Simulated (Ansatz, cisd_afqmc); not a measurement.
Species: AlO2H2, charge 1, singlet. AlO2H2+ (SMILES [OH][Al+][OH]).
B3LYP-D3(BJ)/def2-TZVP minimum from Ansatz (a quantum-chemistry and plane-wave program):
```
Al
O 1 1.6021
H 2 0.9583 1 154.24
O 1 1.6021 3 170.41 2 180.00
H 4 0.9583 1 154.24 3 180.00
```
Charge +1, spin multiplicity 1.

Total energies in cc-pV(D+d)Z, 16 correlated electrons, 7 frozen orbitals. Open shells are spin-unrestricted; no spin-orbit coupling. Correlated methods leave the cores frozen. No relativity. The Monte Carlo rows (phaseless AFQMC, CISD trial, step 0.005/hartree) carry one-sigma bars that omit the constraint's bias. Outlying blocks are dropped, and bars are widened where a walk drifts. Over all cases where full CI ran beside it in this data, AFQMC minus full CI had a median of +0.1 mEh and passed +0.4 mEh in a tenth of the cases. The spin of H2AlO2+ ([OH][Al+][OH], singlet) was assumed, and the state is the lowest solution found for it.

```json
[
 {"method": "HF", "program": "Ansatz", "energy (Eh)": "-392.64452", "minus CCSDT(Q) (mEh)": "439.48"},
 {"method": "MP2", "program": "Ansatz", "energy (Eh)": "-393.06495", "minus CCSDT(Q) (mEh)": "19.05"},
 {"method": "CCSD", "program": "Ansatz", "energy (Eh)": "-393.07362", "minus CCSDT(Q) (mEh)": "10.38"},
 {"method": "CCSD(T)", "program": "Ansatz", "energy (Eh)": "-393.08218", "minus CCSDT(Q) (mEh)": "1.82"},
 {"method": "CCSDT(Q)", "program": "Ansatz", "energy (Eh)": "-393.08400", "minus CCSDT(Q) (mEh)": "0.00"},
 {"method": "AFQMC/CISD", "program": "cisd_afqmc", "energy (Eh)": "-393.0842 ± 0.0004", "minus CCSDT(Q) (mEh)": "-0.2 ± 0.4"}
]
```

Rough core times of Ansatz's runs on a shared machine: CCSD(T) under 20 s, CCSDT(Q) 80 s.
